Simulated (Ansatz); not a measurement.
Ansatz results at the PBE0-D4/def2-TZVP geometry: HOMO energy (B3LYP/def2-TZVPP) -5.99 eV; HOMO–LUMO gap (PBE0/def2-TZVPP) 4.96 eV; HOMO energy (PBE/def2-TZVPP) -5.15 eV.

Each molecule was computed in one conformer, which needn't be the lowest.

Which molecule gave them?
A. `C[SiH](O)I`
B. `C[CH2][Ga]1[O][SiH2]1`
C. `[OH][GeH]1[O][SiH2]1`
D. `FCNCF`

B. The others give `[OH][GeH]1[O][SiH2]1`: -6.80, 5.76, -5.85; `FCNCF`: -7.96, 9.37, -6.70; `C[SiH](O)I`: -7.29, 7.56, -6.39.

B3LYP here is the variant with VWN-RPA as its local correlation; programs differ in this.
